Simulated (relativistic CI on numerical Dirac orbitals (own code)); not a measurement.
# Exchange splitting of the 3s photoelectron line of Cr2+

Problem. Cr2+ ([Ar] 3d4) has the spin S = 2. The exchange integral with a hole in 3s, calculated from Dirac-KLI orbitals and scaled by 0.8, is G^2(3s,3d) = 8.892 eV, with l = 2 the orbital momentum of the open shell. Find the splitting and the intensity ratio of the 3s line.

Working.
1. The electron left in 3s couples its spin to S, giving S + ½ = 5/2 and S − ½ = 3/2.
2. Van Vleck's theorem gives ΔE = (2S + 1) G^l/(2l + 1) = 5 × 8.892/5 = 8.89 eV, with the high-spin state at lower binding energy.
3. The intensities follow the multiplicities, (2S + 2) : 2S = (S + 1) : S = 1.50.

Check. The full multiplet calculation with spin-orbit coupling puts the centres of the two groups of its strongest lines 8.89 eV apart. Measured splittings are much smaller, often about half, when hole and open shell share n, because correlation inside the n = 3 shell lowers the low-spin state; the low-spin line also loses weight to satellites, so measured ratios exceed (S + 1)/S. The splitting still grows with S and serves to read the spin state.
